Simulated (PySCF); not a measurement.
**Correlation energy of Cr⁺ (chromium, charge +1)**

[Ar] 3d5, high-spin 6S determinant. All numbers are calculated (PySCF 2.14, scalar relativity by spin-free X2C-1e, in x2c-QZVPPall with one added diffuse shell each of s, p, d, f, g type (12s8p6d4f3g, 121 functions)). Frozen: [Ne]; 13 electrons correlated.

MP2 pair energies summed by pair of shells (mhartree):

| pair | energy | share (%) |
| --- | --- | --- |
| 3p-3d | -175.40 | 42.2 |
| 3p-3p | -85.40 | 20.5 |
| 3d-3d | -80.55 | 19.4 |
| 3s-3p | -35.71 | 8.6 |
| 3s-3d | -33.11 | 8.0 |
| 3s-3s | -5.44 | 1.3 |

Total MP2 correlation energy: -415.62 mhartree.

Same-spin part -162.19 and opposite-spin part -253.43 mhartree; SCS-MP2 scales them by 1/3 and 6/5 to -358.18 mhartree.

This basis was not built for core-valence correlation, so the inner-shell part is incomplete.
